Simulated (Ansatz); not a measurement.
Born–Oppenheimer molecular dynamics of F5H3W (9 atoms, charge 0, multiplicity 1). It starts at the highest image of a converged band. Of that band: The profile has 4 maxima (images 1, 3, 5, 7) with wells between them (images 2, 4, 6): this band takes more than one step, which may be the mechanism or a detour left from its start path. Neighbouring images differ by up to 1.5 eV, so the band resolves the path poorly. A vibrational analysis at the climbing image gives one clearly imaginary mode, 990i cm⁻¹: a first-order saddle point. Another band between the same ends, with other settings, climbed to 1.04 eV only, so this may not be the lowest route.

The calculation used RKS B3LYP/def2-SVP in Ansatz.

| Item | Value |
| --- | --- |
| ensemble | NVE (velocity Verlet) |
| time step | 0.5 fs |
| steps asked | 200 |
| starting velocities drawn for | 100 K |
| seed | 8872 |

First frame:

```xyz
9
Properties=species:S:1:pos:R:3
W -0.003 -0.172 -0.002
F 0.804 -0.221 2.011
F 1.549 0.844 -0.210
H -0.391 1.276 0.772
F -1.657 0.307 -0.734
F -0.976 -1.521 0.821
F 0.361 -0.583 -1.782
H 1.323 -1.449 0.396
H 1.286 -1.019 1.345
```

Task: How far do the bonds stretch over the last three quarters of this one trajectory? (Pairs bonded in most of those frames.)

Result: 
```csv
bond,mean (Å),spread (Å),shortest,longest
W1–F2,1.865,0.121,1.71,2.06
W1–F3,1.865,0.026,1.82,1.89
W1–H4,1.696,0.035,1.63,1.76
W1–F5,1.856,0.007,1.84,1.87
W1–F6,1.870,0.042,1.80,1.96
W1–F7,1.870,0.018,1.84,1.90
H8–H9,0.763,0.015,0.74,0.78
```

Mean temperature of the second half: 1289 K. The conserved energy stayed within 0.064 meV per atom of its start (net change -0.0097 meV per atom), so the integration is sound. The kinetic energy rose, since the run started high on the potential surface and went downhill. It ends in pieces (F5HW + H2), so much of that is their flight and rotation, not heat. A run of 0.1 ps of so small a system gives no equilibrium averages. The orbitals stay closed-shell, which can raise the energy where a bond breaks towards radicals; this wasn't checked here.

Run time: 7.3 min on 4 threads of Arm Neoverse V1 (shared host), peak memory 0.29 GiB.
